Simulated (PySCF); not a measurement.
# Computed properties of CH3NOSi, SMILES O=C=N[SiH3]

Si(H)3(NCO) (CH₃NOSi), SMILES O=C=N[SiH3]. Geometry optimised at PBE0-D3(BJ)/def2-SVP. Other conformers were not sampled. All values are computed for the isolated molecule unless a solvent is named; none is compared with measurement here.

**Structure.** The optimised structure has C3v symmetry. All 15 harmonic modes at PBE0-D3(BJ)/def2-SVP (PySCF) are real, so it is a minimum. With heavy atoms numbered as in [SiH3:1][N:2]=[C:3]=[O:4], the shortest bond between them is C3–O4 at 1.168 Å and the longest Si1–N2 at 1.720 Å.

**Vibrations.** The strongest infrared lines (harmonic, unscaled, degenerate partners summed) lie at 2497 cm⁻¹ (1469 km/mol, C 69 %, N 19 %, O 11 %), 964 cm⁻¹ (388 km/mol, H 92 %, Si 8 %), 2257 cm⁻¹ (231 km/mol, H 96 %). The softest mode is at 76 cm⁻¹ and the zero-point energy is 24.5 kcal/mol.

**Electronic structure.** ωB97X/def2-TZVPD (PySCF) places the frontier levels at -11.05 and 1.44 eV, a gap of 12.49 eV, and gives a dipole moment of 2.17 D and a mean polarisability of 49.6 bohr³.

**Excitations.** TDA-ωB97X/def2-SVPD (PySCF) has S1 at 7.42 eV (167 nm, f = 0.000, dark); the most intense of the 10 singlets computed lies at 9.30 eV (f = 0.16). Strengths of degenerate partners are summed. T1 (TDA) is at 6.75 eV, 0.67 eV under S1. No vertical singlet excitation falls in the visible range (under 3.1 eV).

**NMR.** GIAO shifts at PBE0/pcSseg-1 (PySCF) (non-relativistic, atoms alike by connectivity averaged): ¹³C at 129.5 ppm against TMS; ¹H at 5.1 ppm against TMS; ²⁹Si at -68.3 ppm against TMS.
